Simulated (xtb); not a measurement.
Zn(Et) (C2H5Zn), SMILES [Zn+][CH2]C, charge +1. All values are semi-empirical tight-binding results from xtb (GFN2-xTB unless named), good for trends rather than for accurate numbers. Coordinates come from a GFN2-xTB optimisation. The spin state was assumed, not searched. The isomer is the one that the SMILES or the coordinates give; other isomers of the formula were not compared.

Optimised geometry:

```xyz
8

Zn    -0.0736    -0.9243     0.0000
C      0.6684     1.0459     0.0000
C     -0.4030     2.0541     0.0000
H      1.2674     1.0057     0.9128
H      1.2674     1.0057    -0.9128
H     -1.0192     2.0474    -0.8999
H     -1.0192     2.0474     0.8999
H      0.1177     3.0242     0.0000
```
Charge +1, spin multiplicity 1.

For metal compounds this method's bond lengths and energies can be far off.

### Question
Estimate the properties. (Estimate from the structure and the level; the computed values follow.)

### Answer

The point group as xtb finds it comes out as Cs, the orbital gap is 2.85 eV and the zero-point energy comes out as 38.4 kcal/mol. The G − E(el) at 298.15 K (modified RRHO) is 21.1 kcal/mol.

Computed atomic charges and the Wiberg bond orders between heavy atoms:
charges (e) Zn1 0.39, C2 -0.03, C3 -0.13, H4 0.16, H5 0.16, H6 0.13, H7 0.13, H8 0.19. Bond orders Zn1–C2 0.85, C2–C3 1.14.
